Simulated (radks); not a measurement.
Pr VI, configuration [Xe].

Calculated with a radial shooting solver on a logarithmic mesh with Libxc functionals: scalar-relativistic Kohn-Sham, PBE, spin-polarised, spherical densities, finite nucleus; Fermi nuclear charge, rms radius 4.8919 fm.

Energy parts (eV):
part                      energy
total                 -251211.98
kinetic                266804.20
electron-nucleus      -605514.48
Hartree                 93295.83
exchange-correlation    -5797.54

Orbitals (lengths in bohr, moments of r in powers of bohr; r(max) is where P^2 peaks):
\begin{tabular}{lrrrr}
orbital & occ. & eigenvalue (eV) & r(max) & <r^4> \\ \hline
1s & 2 & -41884.98 & 0.01541 & 1.646e-06 \\
2s & 2 & -6801.854 & 0.08726 & 0.0002700 \\
2p & 6 & -6093.963 & 0.07028 & 0.0001983 \\
3s & 2 & -1529.717 & 0.2492 & 0.01086 \\
3p & 6 & -1305.506 & 0.2440 & 0.01135 \\
3d & 10 & -990.5106 & 0.2007 & 0.009354 \\
4s & 2 & -363.6550 & 0.5770 & 0.2670 \\
4p & 6 & -289.6391 & 0.6014 & 0.3447 \\
4d & 10 & -183.5126 & 0.6289 & 0.5387 \\
5s & 2 & -97.5381 & 1.290 & 6.548 \\
5p & 6 & -76.7978 & 1.421 & 10.29 \\
\end{tabular}

The highest occupied level is 5p at -76.798 eV. The density falls to 0.001 e/bohr^3 at r = 3.13 bohr.
